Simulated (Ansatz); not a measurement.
`[SiH3][PH][GaH][SiH3]` + `O[SiH3]` → `[SiH3][O][GaH][SiH3]` + `[SiH3]P` at 600 K and 1 bar (cleavage of the Ga–P bond).

Calculated with Ansatz (gas phase, PBE0-D4/def2-TZVP geometries, no zero-point term in ΔE). CCSD(T)/CBS is the MP2 limit (def2-TZVPP, def2-QZVPP) plus CCSD(T) − MP2 in def2-TZVPP, frozen cores. This one scheme is used for every species. For Ga outer-core shells are correlated without core-valence functions, which leaves a few kJ/mol of doubt a bond. Scalar relativity is left out up to krypton. Each species was taken in one conformer, which may not be the lowest.

```csv
species,CCSD(T)/CBS energy (Eh),H − E (kJ/mol),S (J/(mol·K))
`[SiH3][PH][GaH][SiH3]`,-2847.84863,254.5,550.0
`O[SiH3]`,-366.69042,135.7,307.9
`[SiH3][O][GaH][SiH3]`,-2581.53641,231.7,503.1
`[SiH3]P`,-633.00997,151.6,340.7
```

H − E and S are ideal-gas, rigid-rotor, harmonic terms from PBE0-D4/def2-TZVP, for one conformer and one mirror image of each species. 1 Eh = 2625.50 kJ/mol, R = 8.31446 J/(mol·K).

**Question.** By hand: ΔE, ΔH, ΔS and ΔG.

**Answer.** ΔE = (-2581.53641) + (-633.00997) − (-2847.84863) − (-366.69042) = -0.00733 Eh = -19.2 kJ/mol. Δ(H − E) = 231.7 + 151.6 − 254.5 − 135.7 = -6.9, so ΔH = -26.1 kJ/mol. ΔS = 503.1 + 340.7 − 550.0 − 307.9 = -14.1 J/(mol·K). ΔG = -26.1 − 600 × (-14.1)/1000 = -17.6 kJ/mol.

**Question.** By hand: the equilibrium constant, and the temperature at which ΔG would vanish if ΔH and ΔS stayed fixed.

**Answer.** log₁₀ K = −ΔG/(RT ln 10) = 1.5. ΔG = 0 at ΔH/ΔS = 1851 K, though so small a ΔS makes that figure unsure.

The number of gas molecules stays the same, so ΔS is small and ΔH decides. A doubt of 5 kJ/mol in ΔE shifts log₁₀ K by 0.4 here. Other conformers and mirror images would add mixing entropy, several J/(mol·K) or more a flexible species. Modes under 60 cm⁻¹, often nearly free rotors, make the harmonic entropy too high. These are equilibria of isolated gas molecules and say nothing of rates. Largest T1 diagnostic: 0.014 (customary marks: 0.02 for closed shells, 0.045 for open ones).
